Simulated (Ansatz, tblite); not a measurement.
Removing an electron: In(phosphinine)H3 (C₅H₈InP). Charge 0, multiplicity 1. Geometry: PBE0-D4/def2-SVP. Ansatz, gas phase; energy differences of separate SCF runs; the oxidised species was run as a doublet alone.

Cartesian coordinates in Å:
```
In 1.023 -1.383 -3.017
P 0.198 -0.266 -0.585
C 1.173 0.275 0.731
C 0.647 0.816 1.900
C -0.721 0.977 2.128
C -1.698 0.607 1.201
C -1.407 0.045 -0.038
H 2.258 0.179 0.626
H 1.342 1.132 2.684
H -1.043 1.410 3.078
H -2.748 0.767 1.465
H -2.228 -0.222 -0.711
H -0.418 -2.338 -3.214
H 2.456 -2.113 -2.355
H 1.164 0.113 -3.892
```

In the def2 sets In takes a core potential; there is no spin–orbit coupling. The xTB rows come from tblite. Correlated methods freeze 14 core orbitals; core or outer-core shells of In are correlated, in sets that lack core-valence functions. The rows differ in basis, and correlated rows in double-zeta sets carry the largest basis error. In CCSD on the charge 1 doublet the largest single amplitude is 0.50, so its Hartree–Fock determinant may place the open shell otherwise than the density functionals do. HOMO above LUMO, or a gap near zero within one spin, warns that the state may not be the lowest or that an electron is smeared out.

```json
{"level": "GFN1-xTB", "−HOMO (eV)": "11.33", "vertical IE (eV)": "13.64", "−LUMO (eV)": "8.35", "HOMO–LUMO gap (eV)": "2.98", "remarks": "–"}
{"level": "GFN2-xTB", "−HOMO (eV)": "10.86", "vertical IE (eV)": "13.22", "−LUMO (eV)": "8.07", "HOMO–LUMO gap (eV)": "2.79", "remarks": "–"}
{"level": "PBE-D4/def2-TZVP", "−HOMO (eV)": "6.21", "vertical IE (eV)": "8.66", "−LUMO (eV)": "2.96", "HOMO–LUMO gap (eV)": "3.25", "remarks": "gap within one spin near zero (+1 doublet)"}
{"level": "PBE0-D4/def2-TZVP", "−HOMO (eV)": "7.30", "vertical IE (eV)": "8.99", "−LUMO (eV)": "2.19", "HOMO–LUMO gap (eV)": "5.12", "remarks": "–"}
{"level": "B2PLYP/def2-TZVP", "−HOMO (eV)": "–", "vertical IE (eV)": "9.11", "−LUMO (eV)": "–", "HOMO–LUMO gap (eV)": "–", "remarks": "–"}
{"level": "CCSD/def2-SVP", "−HOMO (eV)": "–", "vertical IE (eV)": "9.33", "−LUMO (eV)": "–", "HOMO–LUMO gap (eV)": "–", "remarks": "large T1 (0.058) (+1 doublet), restricted SCF unstable (singlet), spin-contaminated (⟨S²⟩ 0.94) (+1 doublet)"}
{"level": "CCSD(T)/def2-SVP", "−HOMO (eV)": "–", "vertical IE (eV)": "9.31", "−LUMO (eV)": "–", "HOMO–LUMO gap (eV)": "–", "remarks": "large T1 (0.058) (+1 doublet), restricted SCF unstable (singlet), spin-contaminated (⟨S²⟩ 0.94) (+1 doublet)"}
```

Run but left out: HF/def2-SVP (singlet: restricted singlet, unstable towards broken spin symmetry); MP2/def2-SVP (charge +1 doublet: ⟨S²⟩ 0.94, where a pure state has 0.75).  Raw xTB energy differences between charge states are shifted by several eV; the methods need an empirical correction for them.
